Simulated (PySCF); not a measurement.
# Finite-field polarisability of O (oxygen, neutral)

[He] 2s2 2p4, high-spin 3P determinant. Calculation: PySCF 2.14, in dyall-av3z (15s9p3d2f, 71 functions); scalar relativity by spin-free X2C-1e. Frozen: 1s2. Energy changes in a uniform field (μhartree):

| axis | F (au) | HF | MP2 | CCSD | CCSD(T) |
| --- | --- | --- | --- | --- | --- |
| x | 0.0068 | -101.263 | -107.032 | -106.929 | -107.926 |
| x | 0.0136 | -405.150 | -428.260 | -427.849 | -431.846 |
| y | 0.0063 | -98.510 | -107.921 | -109.050 | -110.780 |
| y | 0.0126 | -394.404 | -432.153 | -436.687 | -443.642 |

By symmetry the remaining axis equals x.

**Question.** Derive α along x at CCSD(T) from the two fields.

**Answer.** With ΔE = −αF²/2 − γF⁴/24, α = −(16 ΔE(F) − ΔE(2F))/(6F²) = 4.668 bohr³.

**Question.** And the mean polarisability at each level?

**Answer.** The components xx, yy, zz at CCSD(T) are 4.668, 5.580, 4.668, the third axis being equal by symmetry to one of the two computed. Means: HF 4.574, MP2 4.898, CCSD 4.914, CCSD(T) 4.972 bohr³. Reference: 5.3 ± 0.2 bohr³ (recommended; Schwerdtfeger and Nagle, table of static dipole polarizabilities (2023 update)).

CCSD(T) lies more than 5 % below the reference, which points to too few diffuse and polarisation functions.
